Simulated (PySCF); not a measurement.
## [Tl(NC)]2+: one run

[Tl(NC)]2+ (singlet). PySCF 2.14.0, RKS B3LYP, Tl def2-SVP with ECP60, N def2-SVP, C def2-SVP; non-relativistic Hamiltonian with scalar-relativistic core potentials where named; density fitting; no spin-orbit coupling. Purpose: singlet excitations, Tamm-Dancoff B3LYP.

```python
mol = gto.M(atom='''
Tl     0.00000     0.00000    -0.45673
N      0.00000    -0.00000     1.90112
C      0.00000    -0.00000     3.09182''',
    basis={'Tl': 'def2-SVP', 'N': 'def2-SVP', 'C': 'def2-SVP'},
    ecp={'Tl': 'def2-SVP'},
    charge=2, spin=0)
mf = dft.RKS(mol, xc='B3LYP')
mf.grids.atom_grid = (50, 194)
mf = mf.density_fit()  # fitting sets: Tl def2-universal-JKFIT, N def2-universal-JKFIT, C def2-universal-JKFIT
mf.conv_tol = 1e-08; mf.max_cycle = 55
mf.kernel(dm0)  # dm0: converged density of the relaxed state
td = mf.TDA(); td.nstates = 8; td.kernel()
```

Run from Python with OMP_NUM_THREADS=2; the lines above give its settings. Where DIIS fails, smearing, a level shift and second-order steps follow.
It took 3.3 s on 2 threads of Arm Neoverse V2, on a shared host, from an already converged density.

(1) Where do the frontier levels lie, over both spins?

(2) What are the Mulliken charges and spins?

(3) Which singlet excitations follow (Tamm-Dancoff, 8 states)?

The geometry was relaxed with PBE (Tl def2-SVP with ECP60, N def2-SVP, C def2-SVP).

Results:

(1) HOMO -22.44 eV, LUMO -20.25 eV. 

(2) 
```
atom  charge (e)  spin (e)
 Tl1       1.486     0.000
  N2      -0.001     0.000
  C3       0.515     0.000
```

(3) 
| state | eV | oscillator strength |
| --- | --- | --- |
| 1 | 1.03 | 0.0018 |
| 2 | 1.03 | 0.0018 |
| 3 | 4.70 | 0.7781 |
| 4 | 6.52 | 0.4478 |
| 5 | 7.60 | 0.0000 |
| 6 | 7.79 | 0.0000 |
| 7 | 7.79 | 0.0000 |
| 8 | 8.47 | 0.0426 |
Functionals without range separation put charge-transfer states too low; the basis has no diffuse functions.
